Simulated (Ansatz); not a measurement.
`C#C[O][SbH2]` + H₂O → `[OH][SbH2]` + `C#CO` at 400 K and 1 bar (formal hydrolysis of the Sb–O bond).

Calculated with Ansatz (gas phase, PBE0-D4/def2-TZVP geometries, no zero-point term in ΔE). CBS: MP2 limit from def2 TZ/QZ plus the TZ coupled-cluster correction, frozen cores. This one scheme is used for every species. Elements past krypton have def2 core potentials. For Sb outer-core shells are correlated without core-valence functions, which leaves a few kJ/mol of doubt a bond. Each species was taken in one conformer, which may not be the lowest.

```json
{"species": "`C#C[O][SbH2]`", "CCSD(T)/CBS energy (Eh)": "-392.99526", "H − E (kJ/mol)": "121.5", "S (J/(mol·K))": "350.8"}
{"species": "H₂O", "CCSD(T)/CBS energy (Eh)": "-76.37941", "H − E (kJ/mol)": "69.8", "S (J/(mol·K))": "198.6"}
{"species": "`[OH][SbH2]`", "CCSD(T)/CBS energy (Eh)": "-316.98030", "H − E (kJ/mol)": "89.2", "S (J/(mol·K))": "295.3"}
{"species": "`C#CO`", "CCSD(T)/CBS energy (Eh)": "-152.38380", "H − E (kJ/mol)": "102.4", "S (J/(mol·K))": "264.4"}
```

H − E and S are ideal-gas, rigid-rotor, harmonic terms from PBE0-D4/def2-TZVP, for one conformer and one mirror image of each species. 1 Eh = 2625.50 kJ/mol, R = 8.31446 J/(mol·K).

**Question.** By hand: ΔE, ΔH, ΔS and ΔG.

**Answer.** ΔE = (-316.98030) + (-152.38380) − (-392.99526) − (-76.37941) = 0.01057 Eh = 27.8 kJ/mol. Δ(H − E) = 89.2 + 102.4 − 121.5 − 69.8 = 0.3, so ΔH = 28.1 kJ/mol. ΔS = 295.3 + 264.4 − 350.8 − 198.6 = 10.3 J/(mol·K). ΔG = 28.1 − 400 × (10.3)/1000 = 24.0 kJ/mol.

**Question.** By hand: the equilibrium constant, and the temperature at which ΔG would vanish if ΔH and ΔS stayed fixed.

**Answer.** log₁₀ K = −ΔG/(RT ln 10) = -3.1. ΔG = 0 at ΔH/ΔS = 2728 K, far beyond where these terms or the molecules hold.

The number of gas molecules stays the same, so ΔS is small and ΔH decides. A doubt of 5 kJ/mol in ΔE shifts log₁₀ K by 0.7 here. Other conformers and mirror images would add mixing entropy, several J/(mol·K) or more a flexible species. These are equilibria of isolated gas molecules and say nothing of rates. Largest T1 diagnostic: 0.015 (customary marks: 0.02 for closed shells, 0.045 for open ones).
